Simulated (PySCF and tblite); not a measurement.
Values are calculated unless marked as measured or tabulated.
2‐bromophenol, C6H5BrO, numbered as in [OH:1][c:2]1[cH:3][cH:4][cH:5][cH:6][c:7]1[Br:8].

Free energies: PBE0-D3(BJ)/def2-TZVP (IEF-PCM, chloroform) on PBE0-D3(BJ)/def2-SVP structures plus GFN2-xTB thermal terms, symmetry and mirror images included. Conformers within 3 kcal/mol (GFN2-xTB free energy) were kept, 8 at most. GIAO shieldings: wB97X-D/pcSseg-1 (IEF-PCM, chloroform). Shifts are against TMS (¹H), TMS (¹³C) at the same level. Run with PySCF (density fitting) and tblite.

Torsions listed: H1–O1–C2–C3.

```tsv
conformer	shape	symmetry	E(GFN2) kcal/mol	E(DFT) kcal/mol
1	-179°	Cs	0.00	0.00
2	0°	Cs	1.92	1.55
```

(1) How much do the weights at 298.15 K and the averaged shift of H3 depend on how the conformers are weighted?

Spin–orbit effects of the heavy atoms on shieldings are missing.

Answers

(1) 
```json
{"weighting": "DFT energy with thermal terms, symmetry and mirror images (full scheme)", "1 (%)": "93", "2 (%)": "7", "δ (ppm)": "7.27", "rms dipole (D)": "1.37"}
{"weighting": "DFT energy with symmetry and mirror images", "1 (%)": "93", "2 (%)": "7", "δ (ppm)": "7.27", "rms dipole (D)": "1.36"}
{"weighting": "bare DFT energy", "1 (%)": "93", "2 (%)": "7", "δ (ppm)": "7.27", "rms dipole (D)": "1.36"}
{"weighting": "GFN2-xTB energy with symmetry and mirror images", "1 (%)": "96", "2 (%)": "4", "δ (ppm)": "7.28", "rms dipole (D)": "1.22"}
{"weighting": "GFN2-xTB free energy", "1 (%)": "96", "2 (%)": "4", "δ (ppm)": "7.28", "rms dipole (D)": "1.23"}
{"weighting": "leading conformer alone", "1 (%)": "100", "2 (%)": "0", "δ (ppm)": "7.29", "rms dipole (D)": "1.02"}
{"weighting": "equal weights", "1 (%)": "50", "2 (%)": "50", "δ (ppm)": "7.14", "rms dipole (D)": "2.65"}
{"weighting": "full scheme, search stopped after three starts", "1 (%)": "100", "2 (%)": "0", "δ (ppm)": "7.29", "rms dipole (D)": "1.02"}
```

The largest departure from the full scheme, 0.13 ppm, comes with: equal weights.
